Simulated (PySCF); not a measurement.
The vertical singlet excitations below were computed for one of the candidates. Theory: TDDFT CAM-B3LYP/def2-SVPD, vertical, gas phase, core orbitals frozen in the response in PySCF 2.14.0, density-fitted response routines. Geometries: PBE0-D3(BJ)/def2-SVP, one conformer each.

```csv
state,ν̃ (cm⁻¹),f,"main configurations (H = HOMO, L = LUMO)"
S1,17610,0.0001,H→L (99%)
S2,38300,0.112,H-1→L (97%)
S3,42570,0.0085,"H-2→L (65%), H-4→L (24%)"
S4,45420,0.0073,"H→L+1 (75%), H→L+4 (9%), H→L+2 (8%)"
S5,47730,0.039,"H-3→L (40%), H-4→L (22%), H-2→L (17%)"
S6,48040,0.031,"H-3→L (37%), H-4→L (27%), H-2→L (14%)"
S7,49850,0.114,"H→L+2 (70%), H→L+1 (12%)"
S8,51110,0.011,"H→L+3 (56%), H→L+4 (22%)"
S9,51350,0.017,"H→L+4 (41%), H→L+3 (30%), H→L+5 (8%)"
S10,52220,0.084,"H-1→L+1 (74%), H-1→L+4 (10%)"
```

Orbital energies (eV): HOMO-3 -10.26, HOMO-2 -10.01, HOMO-1 -8.93, HOMO -7.76, LUMO -1.42, LUMO+1 0.60, LUMO+2 0.91.

Question: Which structure fits?
A. `CC(=O)[SiH2]S`
B. `CC(=S)[SiH]([SiH3])[SiH3]`
C. `C=C[SiH2]C([SiH3])[SiH3]`

Answer: B. Its S1, at 2.18 eV, is the lowest among the candidates; the nearest of the others has S1 at 3.76 eV. S1 is HOMO→LUMO (99%). S1 has the pattern of n→π* at C=S. At the same level the other candidates give, for their lowest levels:
- `C=C[SiH2]C([SiH3])[SiH3]`: 6.65 eV (f 0.009); 7.03 eV (f 0.422); 7.53 eV (f 0.038); 7.73 eV (f 0.037); 7.80 eV (f 0.046); T1 4.20 eV; HOMO -9.27, LUMO 0.48 eV
- `CC(=O)[SiH2]S`: 3.76 eV (f 0.001); 5.54 eV (f 0.007); 6.16 eV (f 0.028); 6.30 eV (f 0.001); 6.66 eV (f 0.005); T1 3.12 eV; HOMO -8.71, LUMO -0.34 eV

Shape of the structure used: `[CH3:1][C:2](=[S:3])[SiH:4]([SiH3:5])[SiH3:6]`: C1–C2–Si4–Si5 124°.
Triplets come from the Tamm–Dancoff approximation.
